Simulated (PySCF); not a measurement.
Compound: C₅H₆FN.
Cartesian coordinates in Å at the GFN2-xTB level; atoms count from 1:
```
atom  x, y, z in Å
C1    -2.3152    0.5509    0.6405
C2    -1.0007    0.7111    0.7330
C3    -0.0120   -0.1961    0.1265
N4    -0.2501   -1.2391   -0.5592
C5     1.4092    0.1342    0.3333
C6     2.4330   -0.5663   -0.1329
F7     1.6460    1.2499    1.0634
H8    -3.0017    1.2406    1.1004
H9    -2.7656   -0.2706    0.1047
H10   -0.5982    1.5508    1.2811
H11   -1.2373   -1.4455   -0.6875
H12    2.2388   -1.4490   -0.7108
H13    3.4495   -0.2703    0.0541
```

A PySCF run (density fitting, gas phase, GFN2-xTB geometry) gave HOMO -6.16 eV, LUMO -3.02 eV, dipole 1.56 D.

Question: Which of these levels was it?
A. PBE0/pcSseg-1
B. CAM-B3LYP/def2-SVPD
C. X3LYP/ANO-RCC-VDZP
D. B97-D/aug-pcSseg-1
E. LDA/pcSseg-1

Answer: D. It is B97-D/aug-pcSseg-1. All candidates on this geometry:

| level and settings | kind | basis functions | SCF cycles | E (Eh) | HOMO (eV) | LUMO (eV) | dipole (D) |
| --- | --- | --- | --- | --- | --- | --- | --- |
| LDA/pcSseg-1 | LDA | 149 | 16 | -345.7707 | -6.37 | -3.28 | 1.74 |
| B97-D/aug-pcSseg-1, level shift 0.1 Eh | GGA | 236 | 11 | -348.4141 | -6.16 | -3.02 | 1.56 |
| X3LYP/ANO-RCC-VDZP, fitting basis def2-qzvpp-jkfit | global hybrid | 128 | 11 | -348.6307 | -6.96 | -2.01 | 1.65 |
| PBE0/pcSseg-1 | global hybrid | 149 | 14 | -348.2370 | -7.30 | -2.13 | 1.75 |
| CAM-B3LYP/def2-SVPD | range-separated hybrid | 191 | 14 | -348.2704 | -8.66 | -1.11 | 1.66 |

The nearest other candidate, by the summed differences of HOMO and LUMO, is LDA/pcSseg-1: its HOMO differs by -0.21 eV and its LUMO by -0.26 eV. B97-D ran without the empirical dispersion term, which would shift the total energy alone. Cycle counts include a coarse-grid stage where the run had one. ANO-RCC sets were contracted for a scalar-relativistic Hamiltonian, but ran non-relativistically here.
